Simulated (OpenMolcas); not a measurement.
**Au3+ in CaF2**

Au3+ with its 8 nearest fluoride ions at 2.316 Å, on the Ca site of CaF2 (a = 5.46294 Å, distance in the model lattice 2.366 Å). The rest of the host is ab initio model potentials to 7.6 Å and point charges beyond; the distance is set by hand and nothing relaxes, and no local charge compensation is placed. Ligand basis ANO-RCC-VDZP.
```
Au    0.0000    0.0000    0.0000
F     1.3371    1.3371    1.3371
F     1.3371    1.3371   -1.3371
F     1.3371   -1.3371    1.3371
F     1.3371   -1.3371   -1.3371
F    -1.3371    1.3371    1.3371
F    -1.3371    1.3371   -1.3371
F    -1.3371   -1.3371    1.3371
F    -1.3371   -1.3371   -1.3371
```

```yaml
Program: OpenMolcas
Method: "SS-CASPT2, IPEA 0.25 Eh, imaginary shift 0.1 Eh (closed shells correlated: 5s 5p and the ligand valence shells)"
Basis: ANO-RCC-VTZP [8s7p5d3f1g]
Scalar_Hamiltonian: DKH2, point nucleus
Active_space: 8 electrons in 5 orbitals (5d)
State_averaging: 2S+1 = 3 even, 10 roots; 2S+1 = 1 even, 15 roots
Spin-orbit_coupling: state interaction with AMFI integrals over the reference wave functions
```

The lowest spin-free states (labels of O, the rotations of Oh), above the lowest:

```
State  Degeneracy  E (cm-1)
  3T1           3         0
  1T2           3      3570
   1E           2      5000
  1A1           1      9780
  3T2           3     12780
  1T2           3     18620
  3T1           3     19510
  1T1           3     21930
  3A2           1     29420
   1E           2     37880
  1A1           1     48240
```

The lowest levels with spin-orbit coupling:

```tsv
E (cm-1)	Degeneracy	Label	2S+1
0	1	A1	3
2860	3	T1	3
4470	2	E	3 (75 %)
6250	3	T2	1 (58 %)
9460	3	T2	3 (77 %)
12050	2	E	1 (57 %)
17870	1	A1	1 (80 %)
21160	3	T1	3
23270	2	E	3
23830	1	A2	3
23990	3	T2	3 (79 %)
25380	3	T2	3 (52 %)
28700	2	E	3 (70 %)
29690	3	T2	3 (62 %)
30210	1	A1	3 (73 %)
30290	3	T1	3
31710	3	T1	1 (86 %)
43050	3	T2	3 (89 %)
49530	2	E	1 (87 %)
61260	1	A1	1 (86 %)
```

Powder χT (cm3 K/mol): 0.00282 at 2 K, 0.0141 at 10 K, 0.0704 at 50 K, 0.141 at 100 K, 0.282 at 200 K, 0.423 at 300 K. The effective moment at 300 K is 2.828 √(χT) = 1.84 μB.

The lowest level has 2S+1 = 3, for which the spin-only value is χT = S(S+1) / 2 = 1.000 cm3 K/mol (g = 2). The computed 0.423 at 300 K differs by -0.577, through orbital momentum, spin-orbit coupling and any other state in reach. With a threefold ground state the orbital momentum is unquenched, so the spin-only value is not expected to hold.

Roots that are degenerate in the reference are averaged as groups; the widest CASPT2 spread within a group is 1300 cm-1 (the 3-fold group of multiplicity 1 near 18600 cm-1 above the lowest state of its run). Shifts and gaps below about the spread of the groups concerned are not significant. Over all roots computed the reference weight is 0.62 to 0.68; the roots of lowest weight are the least certain, and an intruder state may touch them. Real 4d8 and 5d8 ions are as a rule square planar and diamagnetic. The least metal-like active orbital is 83 % on the metal (Löwdin) and no ligand orbital is active, so the numbers are rough. Ligand-to-metal charge-transfer states are missing. With no ligand orbital active B as a rule stays too high, so bands that hang on it stand too high and its fall with covalency is understated. With one d shell and no ligand orbital active, 10Dq can be off by a tenth or more. No measured value stands beside these numbers; the geometry was set by hand and not optimised.

The CASPT2 steps took 3.8 min on 1 thread of Arm Neoverse V2 (shared host); the integral step is not counted.
